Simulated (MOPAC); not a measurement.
MOPAC input (PM6):

```
PM6 PRECISE GNORM=0.05 LET XYZ UHF MS=0.5 GEO-OK AUX(PRECISION=9) THREADS=1
CH4Al

Al   -0.15526539 1   -0.72569440 1   -0.28210757 1
C     0.39017292 1    1.03799155 1    0.41475884 1
H    -0.08535335 1    1.20433579 1    1.38767278 1
H     0.02484031 1    1.82089132 1   -0.25900463 1
H     1.46645436 1    1.16248934 1    0.53339726 1
H    -1.72852874 1   -0.98163855 1   -0.48322008 1
```

From the last part of the output:

```
                                                       MOPAC v23.2.5 Linux

          FINAL HEAT OF FORMATION =         62.28773 KCAL/MOL =     260.61187 KJ/MOL

          COSMO AREA              =         93.21 SQUARE ANGSTROMS
          COSMO VOLUME            =         79.37 CUBIC ANGSTROMS

          GRADIENT NORM           =          0.03543          =       0.01446 PER ATOM
          IONIZATION POTENTIAL    =          7.452789 EV
          ALPHA SOMO LUMO (EV)    =         -7.453  0.938
          BETA  SOMO LUMO (EV)    =        -10.921  0.507
          NO. OF ALPHA ELECTRONS  =          6
          NO. OF BETA  ELECTRONS  =          5
          MOLECULAR WEIGHT        =         43.0241         POINT GROUP:  Cs

          MOLECULAR DIMENSIONS (Angstroms)

            Atom       Atom       Distance
            H     6    H     5     3.96782
           Al     1    H     4     1.99786
           Al     1    H     3     1.59352

          SCF CALCULATIONS        =         13

   ATOM   CHEMICAL          X               Y               Z
  NUMBER   SYMBOL      (ANGSTROMS)     (ANGSTROMS)     (ANGSTROMS)

     1      Al         -0.17024292  *  -0.69856911  *  -0.27295349  *
     2       C          0.38695034  *   1.04444583  *   0.41695988  *
     3       H         -0.06774175  *   1.20253126  *   1.39784936  *
     4       H          0.04358295  *   1.82541545  *  -0.26573029  *
     5       H          1.47203004  *   1.09667819  *   0.50912908  *
     6       H         -1.68184062  *  -1.08117338  *  -0.51736400  *

                             CARTESIAN COORDINATES

   1   Al       -0.170242921    -0.698569107    -0.272953491
   2    C        0.386950337     1.044445831     0.416959881
   3    H       -0.067741749     1.202531265     1.397849358
   4    H        0.043582950     1.825415449    -0.265730289
   5    H        1.472030041     1.096678185     0.509129076
   6    H       -1.681840619    -1.081173383    -0.517363996

           Empirical Formula: C H4 Al  =     6 atoms

      MOLECULAR POINT GROUP   :   Cs

          ALPHA EIGENVALUES
 -23.97642 -13.93377 -13.49118 -13.42211 -11.12900  -7.45279   0.93789   4.26932
   5.37296   6.35770   6.47541   7.40700 108.71245 108.72326 110.80779 111.03554
 111.77939

           BETA EIGENVALUES
 -23.98509 -13.68147 -13.45114 -13.29283 -10.92071   0.50676   1.24173   4.56332
   5.91013   6.40288   6.53566   7.43149 111.78636 111.88184 112.91009 114.38889
 114.52707

              NET ATOMIC CHARGES AND DIPOLE CONTRIBUTIONS

  ATOM NO.   TYPE          CHARGE      No. of ELECS.   s-Pop       p-Pop       d-Pop
    1         Al           0.279064        2.7209     1.27716     1.41824     0.02554
    2          C          -0.690278        4.6903     1.10669     3.58359
    3          H           0.163946        0.8361     0.83605
    4          H           0.163946        0.8361     0.83605
    5          H           0.162883        0.8371     0.83712
    6          H          -0.079561        1.0796     1.07956
 DIPOLE           X         Y         Z       TOTAL
 POINT-CHG.     0.264    -0.744    -0.261     0.831
 HYBRID        -0.146     0.733     0.265     0.793
 SUM            0.118    -0.011     0.004     0.119

          ATOMIC ORBITAL ELECTRON POPULATIONS

     Atom    s        px        py        pz      x^2-y^2     xz        z^2       yz        xy
    1 Al   1.27716   0.73428   0.57205   0.11190   0.00966   0.00131   0.00337   0.00501   0.00619
    2  C   1.10669   1.17841   1.23293   1.17225
    3  H   0.83605
    4  H   0.83605
    5  H   0.83712
    6  H   1.07956

                    (SZ)    =    0.500000
                    (S**2)  =    0.756063

          ATOMIC ORBITAL SPIN POPULATIONS

    Atom   Total    s     px     py     pz   x^2-y^2  xz     z^2    yz     xy
         Atomic
    1 Al  0.7741  0.251  0.282  0.225  0.017 -0.001  0.000  0.000 -0.000  0.001
    2  C  0.0984  0.012  0.004  0.070  0.012
    3  H  0.0031  0.003
    4  H  0.0031  0.003
    5  H -0.0018 -0.002
    6  H  0.1230  0.123

 **********************
 *                    *
 * JOB ENDED NORMALLY *
 *                    *
 **********************

 == MOPAC DONE ==
```
